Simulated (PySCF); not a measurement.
Atoms are numbered as in `[CH3:1][Si:2]([CH3:3])([CH3:4])[CH3:5]` (H(Xn): hydrogen on atom n).

Geometry: GFN2-xTB; GIAO absolute shieldings from PySCF 2.14.0 with density-fitted response routines, gas phase, non-relativistic, averaged over equivalent atoms.

At HCTH407/cc-pVTZ (322 basis functions, 45 s wall time on 1 thread of an Intel Xeon, shared host):
| atoms | σ (ppm) |
| --- | --- |
| C1/C3/C4/C5 | 186.7 |
| Si2 | 355.6 |
| H(C1)/H(C3)/H(C4)/H(C5) | 31.75 |

Question: Predict the values at LC-wPBE/cc-pVTZ on the same geometry.

Answer: 
| atoms | σ at LC-wPBE/cc-pVTZ | change |
| --- | --- | --- |
| C1/C3/C4/C5 | 194.3 | +7.6 |
| Si2 | 362.4 | +6.8 |
| H(C1)/H(C3)/H(C4)/H(C5) | 31.82 | +0.07 |

The largest change is at C1/C3/C4/C5 (methyl carbon bonded to Si). Cost: 322 basis functions, 56 s wall time on 1 thread of an Intel Xeon, shared host.
